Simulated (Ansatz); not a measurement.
BH6NOSi, SMILES `OBN[SiH3]`, relaxed with RKS PBE-D4/def2-SVP in Ansatz 0.2.0 from a rough embedded geometry. The force threshold is 0.03 eV/Å; the program also tests the step.

The species carries charge 0 and has multiplicity 1.

Start:

```xyz
10

O     1.996    0.244    1.279
B     0.929    0.688    0.497
N    -0.454    0.158    0.814
Si   -1.117   -0.557   -0.690
H     2.388   -0.567    0.831
H     1.120    1.497   -0.362
H    -1.087    1.041    0.956
H    -2.461   -1.065   -0.439
H    -0.211   -1.764   -1.060
H    -1.103    0.326   -1.826
```

```
         step  energy (eV)  largest force (eV/Å)  largest move (Å)
            1  -12174.7512                 1.897             0.000
            2  -12175.0204                 1.106             0.151
            3  -12175.1535                 0.993             0.195
            4  -12175.3067                 0.801             0.200
            5  -12175.4730                 1.064             0.191
            6  -12175.6705                 2.070             0.196
            7  -12175.9931                 1.099             0.200
            8  -12176.2096                 1.075             0.200
            9  -12176.3240                 0.606             0.200
           10  -12176.4110                 0.506             0.200
11 (rejected)  -12176.3983                 0.504             0.089
           12  -12176.4251                 0.194             0.045
           13  -12176.4318                 0.074             0.064
           14  -12176.4327                 0.029             0.042
           15  -12176.4331                 0.022             0.034
           16  -12176.4334                 0.070             0.098
           17  -12176.4342                 0.062             0.011
           18  -12176.4372                 0.064             0.085
           19  -12176.4386                 0.300             0.196
           20  -12176.4424                 0.182             0.021
           21  -12176.4481                 0.023             0.103
           22  -12176.4503                 0.196             0.196
           23  -12176.4547                 0.082             0.019
           24  -12176.4566                 0.051             0.046
           25  -12176.4581                 0.056             0.088
           26  -12176.4585                 0.061             0.072
           27  -12176.4589                 0.034             0.010
           28  -12176.4591                 0.015             0.007
```

End:

```xyz
10

O     1.488   -0.501    0.915
B     0.930    0.727    0.640
N    -0.270    0.740   -0.123
Si   -1.103   -0.690   -0.747
H     2.303   -0.430    1.437
H     1.435    1.771    1.029
H    -0.683    1.653   -0.325
H    -1.558   -1.602    0.358
H    -0.234   -1.479   -1.687
H    -2.307   -0.187   -1.496
```

It took 29 s on 2 threads of an Intel Xeon 6975P-C on a shared host, with 0.17 GiB of host memory at the peak.
